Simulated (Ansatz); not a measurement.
`CSB(F)Cl` + HCl → `FB(Cl)Cl` + CH₃SH  (ligand exchange at a B–S bond)

Program: Ansatz. Geometries: PBE0-D4/def2-TZVP. ΔE: electronic, gas phase. CCSD(T)/CBS is the MP2 limit (def2-TZVPP, def2-QZVPP) plus CCSD(T) − MP2 in def2-TZVPP, frozen cores. This one scheme is used for every species. DFT in def2-TZVPP. Each species was taken in one conformer, which may not be the lowest.

`CSB(F)Cl`:

Z-matrix (Å, degrees):
```
C
S 1 1.811
H 1 1.088 2 110.7
H 1 1.089 2 106.6 3 118.9
H 1 1.088 2 110.7 3 -122.3
B 2 1.783 1 101.5 3 61.3
Cl 6 1.752 2 119.4 1 -180.0
F 6 1.322 2 122.0 1 0.0
```

HCl:

Cartesian coordinates in Å:
```
Cl 0.299 0.447 -0.346
H -0.299 -0.447 0.346
```

`FB(Cl)Cl`:

```xyz
4

F    -0.033   -0.410   -1.346
B    -0.002   -0.028   -0.093
Cl   -1.351    0.853    0.560
Cl    1.387   -0.414    0.879
```

CH₃SH:

```xyz
6

C    -0.072    0.275   -0.401
S    -0.212   -1.214    0.612
H    -0.557    1.128    0.073
H    -0.590    0.057   -1.335
H     0.968    0.509   -0.626
H     0.463   -0.754    1.676
```

| level | ΔE (eV) |
| --- | --- |
| BLYP | -0.08 |
| CCSD/def2-SVP | -0.14 |

(1) What does CCSD(T)/CBS give? (Estimate.)

Largest T1 diagnostic among the species: 0.012.

Results:

(1) The calculation gave: -0.02 eV. The listed levels differ from it by -0.06, -0.12 eV.

At CCSD(T), def2-SVP lies −0.09 eV from the extrapolated value and def2-TZVPP −0.02 eV. In def2-TZVPP, CCSD(T) changes the Hartree–Fock value by +0.12 eV (the triples alone add +0.02 eV) and MP2 by +0.12 eV. Leaving LDA and LC-ωPBE aside and taking each functional with its dispersion term where it has one, the values, not all of them listed here, spread over 0.07 eV, from B2PLYP to revPBE-D4. LDA lies +0.05 eV from PBE without D4.
